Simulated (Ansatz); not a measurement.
`B[Se][GeH3]` + `C[SiH](C)C#N` → `C[SiH]([GeH3])C#N` + `B[Se]C`  (redistribution)

Computed with Ansatz on PBE0-D4/def2-TZVP structures; ΔE is electronic, products minus reactants. CBS: MP2 limit from def2 TZ/QZ plus the TZ coupled-cluster correction, frozen cores. DFT in def2-TZVPP. B3LYP here is the variant with VWN-RPA as its local correlation; programs differ in this. HSE06 is defined as in plane-wave codes. For Ge, Se outer-core shells are correlated without core-valence functions, which leaves a few kJ/mol of doubt a bond. Scalar relativity is left out up to krypton.

```
             level  ΔE (kJ/mol)  difference from CCSD(T)/CBS
       LDA (SPW92)         74.0                        -10.9
            PBE-D4         73.8                        -11.1
         revPBE-D4         73.5                        -11.4
           BLYP-D4         77.4                         -7.5
         r2SCAN-D4         83.9                         -1.0
            B97M-V         83.7                         -1.2
           PBE0-D4         80.9                         -4.0
          B3LYP-D4         83.1                         -1.8
        r2SCANh-D4         85.6                          0.7
        r2SCAN0-D4         88.0                          3.1
          HSE06-D4         80.9                         -4.0
          BHLYP-D4         91.2                          6.3
      CAM-B3LYP-D4         85.9                          1.0
           ωB97X-V         85.1                          0.2
           ωB97M-V         88.9                          4.0
            B2PLYP         85.6                          0.7
               PBE         73.9                        -11.0
            revPBE         73.6                        -11.3
              BLYP         77.5                         -7.4
            r2SCAN         84.0                         -0.9
              PBE0         81.0                         -3.9
           r2SCAN0         88.2                          3.3
             HSE06         81.1                         -3.8
             BHLYP         91.4                          6.5
         CAM-B3LYP         86.2                          1.3
           LC-ωPBE         84.9                          0.0
RPA@PBE/def2-TZVPP         78.4                         -6.5
       HF/def2-SVP        100.1                         15.2
      MP2/def2-SVP         91.9                          7.0
  CCSD(T)/def2-SVP         85.1                          0.2
     HF/def2-TZVPP        101.1                         16.2
    MP2/def2-TZVPP         88.4                          3.5
SCS-MP2/def2-TZVPP         87.7                          2.8
   CCSD/def2-TZVPP         85.2                          0.3
CCSD(T)/def2-TZVPP         82.8                         -2.1
     HF/def2-QZVPP        101.2                         16.3
SCS-MP2/def2-QZVPP         88.9                          4.0
      HF/CBS(def2)        101.2                         16.3
     MP2/CBS(def2)         90.5                          5.6
    CCSD/CBS(def2)         87.3                          2.4
       CCSD(T)/CBS         84.9                            0
```

Largest T1 diagnostic among the species: 0.013.

Leaving LDA and LC-ωPBE aside and taking each functional with its dispersion term where it has one, the values spread over 17.7 kJ/mol, from revPBE-D4 to BHLYP-D4. From r2SCAN to r2SCAN0 (25 % exact exchange), in def2-TZVPP and without D4, ΔE moves by +4.1 kJ/mol.

CCSD(T)/CBS has its own doubt, a few kJ/mol and more with outer-core shells, so smaller differences from it don't rank the levels.
